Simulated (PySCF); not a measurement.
**Dipole response of Mg (magnesium, neutral)**

[Ne] 3s2, closed-shell 1S. Calculation: PySCF 2.14, in def2-QZVPPD (9s5p5d2f, 63 functions); the non-relativistic Hamiltonian (point nucleus). Coupled (time-dependent) response in atomic units; α is the mean over directions.

```
 method  mean α (bohr³)  C₆ (like pair)  S(−4)
    UHF           81.52           765.4   3562
    PBE           73.88           657.1   2975
   PBE0           74.90           672.8   3029
r2SCANh           75.70           709.9   2854
   BLYP           71.82           627.4   2844
```

S(−4) is the Cauchy moment in α(ω) = α(0) + S(−4) ω² + …

Reference α: 71.2 ± 0.4 bohr³ (recommended; Schwerdtfeger and Nagle, table of static dipole polarizabilities (2023 update)). Published C₆: 626.0 (Chu and Dalgarno (2004); Tang, Norbeck and Certain (1976)).

Hartree-Fock lies above the reference because it lacks correlation, which contracts the outer shell.

α(iu) at r2SCANh:

```
u (hartree)  α(iu) (bohr³)
          0          75.70
     0.0500          69.19
      0.100          55.06
      0.200          30.54
      0.300          17.74
      0.500          7.824
      0.750          3.941
       1.00          2.449
       1.50          1.304
       2.00         0.8604
       3.00         0.4895
       5.00         0.2356
```
